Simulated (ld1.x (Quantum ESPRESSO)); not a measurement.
## Eu (Z = 63): variants of one TM potential

Base potential:

```
Element                 : europium
Generator               : ld1.x (Quantum ESPRESSO) 7.5
Type                    : norm-conserving Troullier–Martins (Kleinman–Bylander form)
Functional              : PBE
Relativity              : fully relativistic
Frozen core             : [Kr] 4d10 5s2
Valence charge          : 15
Reference configuration : 4f7 5p6 5d0 6s2 6p0
Partial waves           : 6s (bound): rc 3.60 bohr; 5p (bound): rc 1.40 bohr; 4f (bound): rc 1.40 bohr; 5d (bound, empty): rc 2.95 bohr
Local potential         : the d channel
Core correction         : none
```

Open shells are filled in proportion to 2j + 1 (rel_dist='average').

All-electron outer shells of the reference configuration (PBE, scalar-relativistic, ld1.x):

| shell | level (eV) | outermost node (bohr) | outermost maximum (bohr) |
| --- | --- | --- | --- |
| 4d | -134.83 | 0.27 | 0.57 |
| 5s | -44.66 | 0.67 | 1.23 |
| 5p | -23.77 | 0.72 | 1.41 |
| 6s | -3.62 | 1.67 | 3.60 |
| 4f | -2.72 | – | 0.60 |
| 5d | -1.56 | 0.82 | 2.16 |
| 6p | -1.20 | 2.02 | 4.93 |

Cutoffs, loose and tight: the cutoffs (Ry, on a coarse ladder) from which the occupation-weighted sum of valence levels, in a spherical-Bessel basis at the reference potential, stays within 10 and 1 mRy of its value at 400 Ry. They do not see the model core or the augmentation charge, which bear on the density cutoff. Test errors are all-electron minus pseudo excitation energies from the reference, over the configurations 4f7 5p6 5d0 6s1 6p0; 4f7 5p6 5d0 6s0 6p0; 4f6 5p6 5d0 6s0 6p0; 4f7 5p6 5d0 6s1.5 6p0; 4f8 5p6 5d0 6s0 6p0; 4f7 5p6 5d0 6s1 6p1; 4f7 5p6 5d0.5 6s1.5 6p0. A dash means not determined; rows that change the core or the reference have their own tests.

A true bound ghost makes a file unfit for plane-wave use even where its test errors are small: the radial tests pick states by their node count and pass the ghost by. Where a test does run into it, the solver fails or the error is huge.

```csv
change,outcome,"cutoff, loose","cutoff, tight",bound ghosts,largest test error (meV)
base,generated,200 Ry,300 Ry,s,+316
"all radii scaled by about 0.88 (s 3.16, p 1.24, d 2.60, f 1.24 bohr)",generated,230 Ry,over 300 Ry,"p3/2, s",7 of 7 tests not solved or not reliable
"all radii scaled by about 1.05 (s 3.78, p 1.48, d 3.10, f 1.48 bohr)",generated,180 Ry,300 Ry,s,-204
"all radii scaled by about 1.10 (s 3.94, p 1.54, d 3.22, f 1.54 bohr)",generated,180 Ry,260 Ry,s,-190
"all radii scaled by about 1.23 (s 4.44, p 1.72, d 3.64, f 1.72 bohr)",generated,160 Ry,230 Ry,s,-118
"all radii scaled by about 1.30 (s 4.68, p 1.82, d 3.84, f 1.82 bohr)",generated,140 Ry,200 Ry,s,+93
"all radii scaled by about 1.40 (s 5.06, p 1.96, d 4.14, f 1.96 bohr)",generated,110 Ry,180 Ry,s,-96
```

Question: What comes out with this change to the base: all radii scaled by about 1.16 (s 4.16, p 1.62, d 3.42, f 1.62 bohr)?

Answer: outcome: generated; cutoff, loose: 160 Ry; cutoff, tight: 230 Ry; bound ghosts: s; largest test error (meV): -160.

Reading the sweep of the scale of all radii (base = 1) (base included, trends over the rows without a ghost): Bound ghosts are found at 0.88, 1, 1.05, 1.1, 1.16, 1.23, 1.3, 1.4. Every judged row has one, so this setting neither creates nor removes them.
